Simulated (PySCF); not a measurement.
C₆ coefficients of unlike pairs at PBE0

Calculated with PySCF 2.14 from the dipole response of each species, C₆(A,B) = (3/π) ∫ α_A(iu) α_B(iu) du, in atomic units, from isotropic polarisabilities. For ions this is the dispersion term alone; charge-induced terms of lower order in 1/R come first.

```
species           configuration                                                                 basis      relativity  α (bohr³)  C₆ (like pair)
   Ga³⁺          [Ar] 3d10 (1S)                           aug-cc-pwCVTZ-PP with ECP10MDF (8s7p6d4f1g)  core potential      1.333           2.862
   Se³⁺  [Ar] 3d10 4s2 4p1 (2P)                                           aug-cc-pVQZ-DK (8s7p5d3f2g)   spin-free X2C      6.564           22.69
    Ta⁺  [Xe] 4f14 5d3 6s1 (5F)  def2-QZVPPD with the def2 core potential (60 electrons) (7s6p4d3f2g)  core potential      42.72           370.6
      K           [Ar] 4s1 (2S)                                              dyall-acv3z (25s18p7d3f)   spin-free X2C      347.2            5056
```

(1) Estimate C₆ for Ta⁺ with Se³⁺.

No spin-orbit coupling is included.

The other pairs:

```csv
pair,C₆
"K, Se³⁺",191.5
"Ta⁺, Ga³⁺",23.29
"Se³⁺, Ga³⁺",6.975
"K, Ga³⁺",43.39
"K, Ta⁺",1053
```

Results:

(1) The integral gives 85.81. The combination rule 2 C_A C_B / (C_A α_B/α_A + C_B α_A/α_B) gives 82.20 and the geometric mean 91.70.
